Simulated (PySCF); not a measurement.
C₂H₆BF₂N, SMILES C(B(CF)N)F. Heavy atoms are numbered as in [NH2:1][B:2]([CH2:3][F:4])[CH2:5][F:6]. Hydrogens are named by the atom that carries them.

Geometry: B3LYP-D3(BJ)/def2-SVP. The structure was generated by enumeration, and PubChem lists no compound with its InChIKey, so it may never have been made. Other conformers were not sampled.

The numbers are results of PBE0/def2-TZVP (PySCF), not measurements.

ESP charges are fitted to the potential on shells at 1.4 to 2.0 van der Waals radii. Atomic charges (e), one atom of each kind:

```csv
atom,Löwdin,ESP fit,Mulliken
N1 (NH2),0.10,-0.94,-0.45
B2,-0.68,0.51,0.01
C3 (CH2),-0.26,-0.14,-0.01
F4,0.07,(withheld),-0.26
H on N1,0.19,(withheld),0.26
H on C3,0.14,(withheld),0.12
```

Question: Fill in the missing entries. (The exact figures need the calculation; the answer reports its results.)

Answer: 
- F4, ESP fit: -0.21
- H on N1, ESP fit: 0.39
- H on C3, ESP fit: 0.08

Computed Mayer and Wiberg (Löwdin basis) orders of the bonds:
```tsv
bond	Mayer	Wiberg
N1–B2	1.49	1.88
B2–C3	1.04	1.19
C3–F4	0.94	1.59
B2–C5	1.04	1.19
C5–F6	0.94	1.59
```
